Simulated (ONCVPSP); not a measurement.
## Transferability test, ONCV potential for vanadium (V)

- Element: V (Z = 23)
- Generator: ONCVPSP 4.0.1
- Type: optimised norm-conserving Vanderbilt (ONCV)
- Functional: PBE
- Relativity: scalar-relativistic
- Frozen core: [Ne]
- Valence charge: 13
- Reference configuration: 3s2 3p6 3d3 4s2
- Partial waves: 3s+4s: rc 1.50 bohr, ncon 3, nbas 6, qcut 7.5 1/bohr, 2 projectors; 3p: rc 1.35 bohr, ncon 4, nbas 8, qcut 11.9 1/bohr, 2 projectors, debl 3.8 Ha; 3d: rc 1.65 bohr, ncon 3, nbas 8, qcut 11.5 1/bohr, 2 projectors, debl 2.9 Ha
- Local potential: polynomial inside 1.15 bohr (lpopt 5, dvloc0 -1 Ha)
- Core correction: polynomial model core, fcfact 0.2

Energies are relative to the spin-unpolarised reference configuration 3s2 3p6 3d3 4s2; without spin polarisation the order of configurations can differ from experiment.

Give the all-electron excitation energy and the error of the potential for: 3s2 3p6 3d3 4s1; 3s2 3p6 3d3 4s0; 3s2 3p6 3d2 4s0; 3s2 3p6 3d2 4s2.

| valence configuration | charge | ΔE all-electron (eV) | error AE − PS (meV) |
| --- | --- | --- | --- |
| 3s2 3p6 3d3 4s1 | +1 | 7.735 | -0.3 |
| 3s2 3p6 3d3 4s0 | +2 | 22.031 | -1.0 |
| 3s2 3p6 3d2 4s0 | +3 | 50.928 | +18 |
| 3s2 3p6 3d2 4s2 | +1 | 10.975 | +29 |

Levels in the configuration 3s2 3p6 3d3 4s1:

```csv
level,all-electron (eV),pseudo (eV)
3s,-77.835,-77.847
3p,-51.651,-51.656
3d,-12.633,-12.638
4s,-10.901,-10.900
```
